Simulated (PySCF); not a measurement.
These are PySCF 2.14.0 with PBE0-D3(BJ)/def2-TZVP values and carry that method's errors. All species are isolated molecules in the gas phase. One relaxed conformer stands for a flexible species; it need not be the lowest. 

Reference species (SMILES): `NC(C)N` (neutral, multiplicity 1).

| Property | Value |
|---|---|
| HOMO | -6.69 eV |
| HOMO–LUMO gap | 7.50 eV |

Changed species: `CNCN`.

Task: What does the change do to the HOMO and HOMO–LUMO gap?

Result: the HOMO rises by 0.25 eV, to -6.44 eV; the HOMO–LUMO gap rises by 0.11 eV, to 7.61 eV.
